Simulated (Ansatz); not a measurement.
Reaction (redistribution): `CC1=CC(C(F)(F)F)=[O+][Ti-]([F])([F])([Cl])[O]1` + `FC[SiH2][SiH3]` → `CC1=CC(C(F)(F)F)=[O+][Ti-]([F])([F])([F])[O]1` + `[SiH3][SiH2]CCl`

Calculated with Ansatz (gas phase, PBE0-D4/def2-TZVP geometries, no zero-point term in ΔE). CCSD(T)/CBS adds triple-zeta CCSD(T) − MP2 to the extrapolated MP2 energy (def2 sets, frozen cores). DFT in def2-TZVPP. For Ti outer-core shells are correlated without core-valence functions, which leaves a few kJ/mol of doubt a bond. Scalar relativity is left out up to krypton. Each species was taken in one conformer, which may not be the lowest.

```
         level  ΔE (kJ/mol)
        B2PLYP        -56.4
          PBE0        -58.2
MP2/def2-TZVPP        -62.4
 MP2/CBS(def2)        -63.0
```

Problem. What does CCSD(T)/CBS give? (Best estimate.)

Solution. Computed: -59.9 kJ/mol. The listed levels differ from it by 3.5, 1.7, -2.5, -3.1 kJ/mol.

Largest T1 diagnostic among the species: 0.021, so the coupled-cluster value is less sure than usual.

In def2-TZVPP, CCSD(T) changes the Hartree–Fock value by −3.0 kJ/mol (the triples alone add +3.4 kJ/mol) and MP2 by −6.1 kJ/mol.
